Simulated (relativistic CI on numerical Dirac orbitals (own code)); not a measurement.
Computed by Dirac-Coulomb-Breit CI, KLI orbitals optimised for each configuration, model QED (radiative potential, 1s self-energy scaled to tabulated hydrogen-like ionisation energies), unscaled Slater integrals (own radial code, finite nucleus).

CI space (outside the closed core 1s2): 2s2 2p4, 2s 2p5, 2p6, 2p5 3s, 2p5 3p, 2p5 3d, 2s2 2p3 3s, 2s2 2p3 3p, 2s2 2p3 3d, 2s 2p4 3s, 2s 2p4 3p, 2s 2p4 3d, 2s2 2p3 4s, 2s2 2p3 4p, 2s2 2p3 4d, 2s2 2p3 4f, 2s 2p4 4s, 2s2 2p2 3s2, 2s 2p4 4p, 2s 2p4 4d, 2s 2p4 4f, 2s2 2p2 3s 3p, 2s2 2p3 5s, 2s2 2p3 5p, 2s2 2p2 3s 3d, 2s2 2p3 5d, 2s2 2p2 3p2, 2s2 2p3 5f, 2s2 2p3 5g, 2s2 2p2 3p 3d, 2s 2p3 3s2, 2s2 2p2 3d2, 2s 2p3 3s 3p, 2s 2p3 3s 3d, 2s 2p3 3p2, 2s 2p4 5s. Levels of other configurations are missing.

At this charge energies of transitions that change n are usually good to better than 1 %, and those within a shell (Δn = 0) to a few per cent.

Outline of the computed level scheme of Sm LV. Lowest level of each configuration: 2s2 2p4 3P_2 at 0.00 eV; 2s 2p5 3P°_2 at 938.79 eV; 2p6 1S_0 at 1978.25 eV; 2s2 2p3 3s 3P°_2 at 5983.03 eV; 2s2 2p3 3p 3P_1 at 6076.63 eV; 2s2 2p3 3d 3D°_2 at 6352.37 eV; 2s 2p4 3s 5P_3 at 6845.32 eV.

Some strong electric-dipole decays among the lowest 45 levels: 2s2 2p3 3d 3D°_3 → 2s2 2p4 3P_2 (1.1e+15 s⁻¹); 2s2 2p3 3d 3D°_1 → 2s2 2p4 1S_0 (6.6e+14 s⁻¹); 2s2 2p3 3d 3D°_2 → 2s2 2p4 3P_2 (4.9e+14 s⁻¹); 2s2 2p3 3d 3D°_1 → 2s2 2p4 3P_2 (1.3e+14 s⁻¹); 2s2 2p3 3s 1D°_2 → 2s2 2p4 1D_2 (9.1e+13 s⁻¹); 2s2 2p3 3s 3S°_1 → 2s2 2p4 3P_1 (8.6e+13 s⁻¹); 2s2 2p3 3s 1P°_1 → 2s2 2p4 3P_2 (8.2e+13 s⁻¹); 2s 2p4 3s 3P_2 → 2s 2p5 3P°_2 (7.3e+13 s⁻¹).

LS names give the leading component of a level, which can be under half, so a name can repeat, a term be missing and a line seem to break the LS rules.
